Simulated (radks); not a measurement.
Dy3+, 63 electrons, occupied as [Xe] 4f9. All-electron calculation, scalar-relativistic Kohn-Sham, Slater X-alpha with alpha = 0.667, spin-polarised, spherical densities, point nucleus; open shells are filled with parallel spins first (spin-orbit coupling, left out, can overturn this in heavy ions). Program: a radial shooting solver on a logarithmic mesh with Libxc functionals.

Radial electron density D(r) = 4 pi r^2 rho(r):

| r (bohr) | D(r) (e/bohr) | spin D(r) |
|---|---|---|
| 0.002653 | 20.80 | -0.00000741 |
| 0.00351 | 30.31 | -0.0000106 |
| 0.004644 | 42.60 | -0.0000147 |
| 0.006096 | 56.63 | -0.0000189 |
| 0.008066 | 71.43 | -0.0000230 |
| 0.01067 | 83.30 | -0.0000260 |
| 0.01412 | 88.46 | -0.0000306 |
| 0.01853 | 85.68 | -0.0000504 |
| 0.02452 | 79.40 | -0.000139 |
| 0.03245 | 80.35 | -0.000449 |
| 0.04293 | 95.70 | -0.00130 |
| 0.05635 | 114.3 | -0.00278 |
| 0.07456 | 114.7 | -0.00200 |
| 0.09865 | 95.54 | 0.0206 |
| 0.1305 | 90.61 | 0.140 |
| 0.1713 | 104.0 | 0.535 |
| 0.2267 | 90.24 | 1.55 |
| 0.2999 | 53.34 | 3.37 |
| 0.3937 | 48.04 | 5.43 |
| 0.5209 | 54.13 | 6.48 |
| 0.6893 | 36.78 | 5.67 |
| 0.912 | 18.99 | 3.79 |
| 1.197 | 12.29 | 1.96 |
| 1.584 | 7.115 | 0.654 |
| 2.096 | 2.461 | 0.113 |
| 2.773 | 0.4285 | 0.00570 |
| 3.64 | 0.03513 | -0.000342 |
| 4.816 | 0.0009966 | -0.0000274 |

D(r) has 4 maxima, at r = 0.0146, 0.0651, 0.181, 0.493 bohr, and minima at 0.0279, 0.119, 0.355 bohr, inside which lie 1.93, 11.10, 29.51 electrons.
